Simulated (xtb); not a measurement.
N,N-dimethyl-1-methylsilylmethanamine (C4H13NSi), SMILES C[SiH2]CN(C)C. All values are semi-empirical tight-binding results from xtb (GFN2-xTB unless named), good for trends rather than for accurate numbers. Coordinates come from a GFN2-xTB optimisation. The values are those of a single conformer.

Optimised geometry:

Bonds (Å): C1–Si2 1.900, C1–H7 1.086, C1–H8 1.085, C1–H9 1.086, Si2–C3 1.910, Si2–H10 1.473, Si2–H11 1.466, C3–N4 1.454, C3–H12 1.106, C3–H13 1.094, N4–C5 1.449, N4–C6 1.445, C5–H14 1.103, C5–H15 1.090, C5–H16 1.089, C6–H17 1.090, C6–H18 1.103, C6–H19 1.088. Bond angles (°): Si2–C1–H7 111.7, Si2–C1–H8 110.9, Si2–C1–H9 111.5, H7–C1–H8 107.5, H7–C1–H9 107.5, H8–C1–H9 107.5, C1–Si2–C3 107.8, C1–Si2–H10 108.1, C1–Si2–H11 110.5, C3–Si2–H10 111.0, C3–Si2–H11 109.7, H10–Si2–H11 109.7, Si2–C3–N4 113.8, Si2–C3–H12 110.3, Si2–C3–H13 108.4, N4–C3–H12 110.9, N4–C3–H13 106.9, H12–C3–H13 106.2, C3–N4–C5 111.2, C3–N4–C6 112.0, C5–N4–C6 110.8, N4–C5–H14 112.8, N4–C5–H15 109.2, N4–C5–H16 109.3, H14–C5–H15 108.5, H14–C5–H16 108.5, H15–C5–H16 108.5, N4–C6–H17 109.1, N4–C6–H18 112.7, N4–C6–H19 109.4, H17–C6–H18 108.5, H17–C6–H19 108.6, H18–C6–H19 108.5.
Charge 0, spin multiplicity 1.

Estimate the properties. (An estimate is asked for; the answer gives what the named calculation found.)


```
Property                                               Result
---------------------------------------------  --------------
orbital gap                                           4.76 eV
dipole moment                                          0.97 D
zero-point energy                              100.9 kcal/mol
G − E(el) at 298.15 K (modified RRHO)           79.5 kcal/mol
static polarisability (D4 model)                   89.0 bohr³
solvation energy, GFN2-xTB/ALPB(water)          -1.0 kcal/mol
solvation energy, GFN2-xTB/ALPB(acetonitrile)   -4.3 kcal/mol
```

Computed atomic charges and the Wiberg bond orders between heavy atoms:
charges (e) C1 -0.20, Si2 0.45, C3 -0.09, N4 -0.19, C5 -0.02, C6 -0.03, H7 0.03, H8 0.02, H9 0.03, H10 -0.09, H11 -0.08, H12 -0.01, H13 0.02, H14 0.01, H15 0.03, H16 0.03, H17 0.04, H18 0.01, H19 0.03. Bond orders C1–Si2 0.91, Si2–C3 0.87, C3–N4 1.02, N4–C5 1.02, N4–C6 1.02.
